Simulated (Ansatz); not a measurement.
Gas-phase electronic energies from Ansatz, PBE0-D4/def2-TZVP geometries. CCSD(T)/CBS adds triple-zeta CCSD(T) − MP2 to the extrapolated MP2 energy (def2 sets, frozen cores). This one scheme is used for every species. DFT in def2-TZVPP. B3LYP here is the variant with VWN-RPA as its local correlation; programs differ in this. For Br outer-core shells are correlated without core-valence functions, which leaves a few kJ/mol of doubt a bond. Scalar relativity is left out up to krypton. One conformer a species, not always the lowest.

`C[Si@H](O)O[Si@@H](O)F` + HBr → `C[SiH](O)Br` + `O[SiH](O)F`  (ligand exchange at the Si–O bond)

Q: Is it downhill or uphill in electronic energy at CCSD(T)/CBS, and by how much? (Estimate.)

A: Computed: Uphill: ΔE = +27.9 kJ/mol.

Q: What do these levels give: PBE0-D4, B3LYP-D4, ωB97M-V, B2PLYP, PBE, r2SCAN, B3LYP, HF/def2-TZVPP, MP2/def2-TZVPP, HF/def2-QZVPP, MP2/def2-QZVPP, CCSD/CBS(def2)? (An estimate is asked.)

A: Computed: PBE0-D4 22.1, B3LYP-D4 33.3, ωB97M-V 29.3, B2PLYP 28.4, PBE 15.1, r2SCAN 25.4, B3LYP 26.2, HF/def2-TZVPP 30.9, MP2/def2-TZVPP 27.3, HF/def2-QZVPP 32.7, MP2/def2-QZVPP 24.6, CCSD/CBS(def2) 28.2 kJ/mol.

Largest T1 diagnostic among the species: 0.012.

The D4 term adds +7.1 kJ/mol with B3LYP and +4.5 kJ/mol with PBE0; it sums over pairs of atoms, weighted by their polarisabilities, and B3LYP, whose exchange is more repulsive, gets the larger term.
